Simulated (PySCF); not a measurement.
Computed shifts of a molecule C3H9NSi2, PBE/pcSseg-1 in PySCF, GIAO, gas phase, atoms alike by connectivity averaged where their shifts nearly agree, in ppm (number of nuclei): ¹³C: 169.9 (1), 146.7 (1), 29.4 (1). ²⁹Si: -23.6 (1), -26.5 (1). ¹⁵N: 7.0 (1). ¹H: 7.05 (1), 5.78 (2), 5.67 (2), 2.53 (3), -0.25 (1). References: ¹³C against TMS (σ = 182.0 ppm); ²⁹Si against TMS (σ = 335.4 ppm); ¹⁵N against NH3 (σ = 267.0 ppm); ¹H against TMS (σ = 31.49 ppm), references at their B3LYP-D3(BJ)/def2-TZVP geometries, non-relativistic. Coordinates come from a B3LYP-D3(BJ)/def2-SVP optimisation. The values are those of a single conformer.

Question: Which structure fits?
(A) CC1=C[SiH2]N[SiH2]1
(B) CN[SiH2]C#C[SiH3]
(C) C=C=C[SiH2][SiH2]N
(D) C=C[C@H]1N[SiH2][SiH2]1

Answer: A, CC1=C[SiH2]N[SiH2]1
